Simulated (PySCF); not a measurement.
A PySCF script (with the pyscf-properties extension) for the NMR shieldings of `C1=C[SiH2][C@H](C[SiH3])[C@H](F)[SiH2]1`, C$_{5}$H$_{13}$FSi$_{3}$, on a GFN2-xTB geometry:

```python
import basis_set_exchange as bse
import numpy as np
from pyscf import gto, dft
from pyscf.prop import nmr

atoms = """
F     0.462657    0.269347    1.921032
C     0.196092   -0.607693    0.862561
Si    1.834339   -1.491170    0.399107
C     2.908928   -0.263465   -0.535748
C     2.495056    0.920139   -0.987759
Si    0.756791    1.613508   -0.773997
C    -0.412534    0.181966   -0.286178
C    -1.806552    0.715215    0.061942
Si   -3.163431   -0.609226    0.217933
H    -0.533643   -1.316568    1.273756
H     1.494519   -2.638914   -0.455096
H     2.490134   -1.923905    1.636168
H     3.939349   -0.560367   -0.709433
H     3.202436    1.555839   -1.510629
H     0.755385    2.656548    0.255347
H     0.295101    2.169473   -2.055805
H    -0.501786   -0.513019   -1.128983
H    -2.111835    1.426652   -0.710667
H    -1.735300    1.289287    0.988312
H    -3.150701   -1.430544   -0.997566
H    -4.457033    0.061085    0.357016
H    -2.968381   -1.484803    1.376272
"""
names = dict.fromkeys(["F", "C", "Si", "H"], "pcSseg-1")
basis = {el: gto.basis.parse(bse.get_basis(n, elements=[el], fmt="nwchem")) for el, n in names.items()}
mol = gto.M(atom=atoms, basis=basis, charge=0, verbose=0)
mf = dft.RKS(mol, xc="PBE0")
mf.grids.level = 2
mf.grids.alignment = dft.numint.BLKSIZE   # the property module wants whole blocks of grid points
mf.conv_tol = 1e-9
mf.kernel()

calc = nmr.RKS(mf)   # GIAO
C = mf.mo_coeff
Co = C[:, mf.mo_occ > 0]
resp = mf.gen_response(singlet=True, hermi=2)
def vind(x):   # induced exchange potential for any number of trial vectors
    d = np.einsum("pi,xij,qj->xpq", C, 2 * x.reshape(-1, C.shape[1], Co.shape[1]), Co, optimize=True)
    return np.einsum("xpq,pi,qj->xij", resp(d - d.transpose(0, 2, 1)), C, Co, optimize=True).ravel()
mo1, _ = nmr.rhf.solve_mo1(calc, with_cphf=vind)
sigma = calc.kernel(mo1)
for i, s in enumerate(sigma):   # ppm
    w = np.linalg.eigvalsh((s + s.T) / 2)
    print("%2d %-2s iso %8.1f  s11 %8.1f  s22 %8.1f  s33 %8.1f" % (i, mol.atom_pure_symbol(i), w.mean(), *w))
```

Question: Give the expected output.

Answer: 
```
 0 F  iso    423.8  s11    381.9  s22    407.2  s33    482.3
 1 C  iso     97.5  s11     54.2  s22     77.7  s33    160.5
 2 Si iso    405.3  s11    374.5  s22    408.7  s33    432.6
 3 C  iso     37.6  s11    -79.9  s22     15.0  s33    177.7
 4 C  iso     29.9  s11    -85.9  s22      1.1  s33    174.5
 5 Si iso    402.5  s11    377.7  s22    382.6  s33    447.1
 6 C  iso    158.9  s11    148.3  s22    155.9  s33    172.4
 7 C  iso    176.9  s11    158.6  s22    176.2  s33    195.8
 8 Si iso    425.6  s11    383.9  s22    422.9  s33    470.0
 9 H  iso     26.3  s11     23.4  s22     26.4  s33     29.0
10 H  iso     27.3  s11     24.2  s22     25.5  s33     32.4
11 H  iso     27.2  s11     23.8  s22     25.1  s33     32.7
12 H  iso     24.5  s11     23.4  s22     23.9  s33     26.1
13 H  iso     24.3  s11     23.1  s22     23.5  s33     26.2
14 H  iso     27.2  s11     24.4  s22     25.7  s33     31.6
15 H  iso     27.5  s11     23.9  s22     26.0  s33     32.6
16 H  iso     30.5  s11     25.9  s22     30.7  s33     35.0
17 H  iso     30.8  s11     24.0  s22     30.9  s33     37.6
18 H  iso     30.2  s11     25.6  s22     30.1  s33     35.1
19 H  iso     28.1  s11     24.6  s22     26.3  s33     33.3
20 H  iso     27.8  s11     24.2  s22     25.3  s33     33.9
21 H  iso     27.5  s11     23.4  s22     26.8  s33     32.2
```

These numbers come from an equivalent density-fitted implementation of the same equations, which agrees with the script to about 0.01 ppm for H and up to a few tenths of a ppm for heavy atoms, so last digits may differ.

Question: Turn these shieldings into chemical shifts. Chemical shifts δ = σref − σ; ¹⁹F (170.95 ppm) against CFCl3; ¹³C (186.93 ppm) and ²⁹Si (349.16 ppm) and ¹H (31.72 ppm) vs TMS, all at this level.

Answer: Averaging equivalent atoms: F 0: -252.9; C 4: 157.0; C 3: 149.3; C 1: 89.5; C 6: 28.0; C 7: 10.1; Si 5: -53.3; Si 2: -56.1; Si 8: -76.5; H 13: 7.44; H 12: 7.22; H 9: 5.43; H 11: 4.51; H 14: 4.47; H 10: 4.37; H 15: 4.19; H 19/20/21: 3.93; H 18: 1.47; H 16: 1.17; H 17: 0.88 ppm. Unscaled 19F shifts against computed CFCl3 carry errors that often reach 10 to 50 ppm.

Size and cost of the density-fitted run: 239 basis functions, 67 s wall time on 1 thread of an Arm Neoverse V1, shared host; peak memory 1.1 GiB.
